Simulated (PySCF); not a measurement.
Cd(I)(OMe) (CH3CdIO), SMILES C[O][Cd][I].

Coordinates come from a r2SCAN-D4/def2-SVP optimisation. The structure was generated by enumeration; whether it is a known compound was not checked. The def2 effective core potentials stand for the cores of Cd, I; spin–orbit coupling is left out. The values are those of a single conformer.

Level of theory: TDA-CAM-B3LYP/def2-SVPD (PySCF 2.14.0).

Vertical excitations. The molecule is in vacuum. State labels are in the subgroup Cs.

```
state  symmetry  energy (eV)  λ (nm)      f                                              main pairs
-----  --------  -----------  ------  -----  ------------------------------------------------------
S1           A"         4.24     292  0.000                                          HOMO→LUMO 92 %
S2           A'         4.63     268  0.021                                        HOMO−1→LUMO 94 %
S3           A"         4.75     261  0.023                                        HOMO−2→LUMO 92 %
S4           A'         5.16     240  0.135                                        HOMO−3→LUMO 80 %
S5           A"         5.77     215  0.002                                        HOMO→LUMO+1 94 %
S6           A'         6.05     205  0.033                    HOMO−1→LUMO+1 48 %, HOMO→LUMO+2 43 %
S7           A"         6.16     201  0.000                                      HOMO−1→LUMO+2 87 %
S8           A'         6.19     200  0.013  HOMO−4→LUMO 39 %, HOMO−1→LUMO+1 28 %, HOMO→LUMO+2 25 %
S9           A"         6.23     199  0.003                                      HOMO−2→LUMO+1 85 %
S10          A'         6.32     196  0.003                  HOMO−3→LUMO+1 78 %, HOMO−2→LUMO+2 18 %
T1           A"         3.87     320      0                                          HOMO→LUMO 89 %
T2           A'         4.14     299      0                      HOMO−1→LUMO 59 %, HOMO−3→LUMO 36 %
T3           A'         4.32     287      0                      HOMO−3→LUMO 58 %, HOMO−1→LUMO 37 %
T4           A"         4.36     285      0                                        HOMO−2→LUMO 89 %
```
Triplets are in the Tamm–Dancoff approximation.
